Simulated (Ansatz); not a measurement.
Gas-phase electronic energies from Ansatz, PBE0-D4/def2-TZVP geometries. CCSD(T)/CBS adds triple-zeta CCSD(T) − MP2 to the extrapolated MP2 energy (def2 sets, frozen cores). def2 core potentials past Kr. For Sn outer-core shells are correlated without core-valence functions, which leaves a few kJ/mol of doubt a bond.

`C[B]([SiH3])[SnH3]` + `[CH3][AlH][SiH3]` → `[CH3][AlH][SnH3]` + `CB([SiH3])[SiH3]`  (redistribution)

```
             species  CCSD(T)/CBS(def2) energy (Eh)
`C[B]([SiH3])[SnH3]`                     -571.31718
  `[CH3][AlH][SiH3]`                     -573.34067
  `[CH3][AlH][SnH3]`                     -498.28684
  `CB([SiH3])[SiH3]`                     -646.38116
```

(1) Work out ΔE.

Largest T1 diagnostic among the species: 0.014.

## Answers

(1) ΔE = (-498.28684) + (-646.38116) − (-571.31718) − (-573.34067) = -0.01015 Eh = -26.6 kJ/mol.

In def2-TZVPP, CCSD(T) changes the Hartree–Fock value by +7.9 kJ/mol (the triples alone add +1.0 kJ/mol) and MP2 by +6.4 kJ/mol.
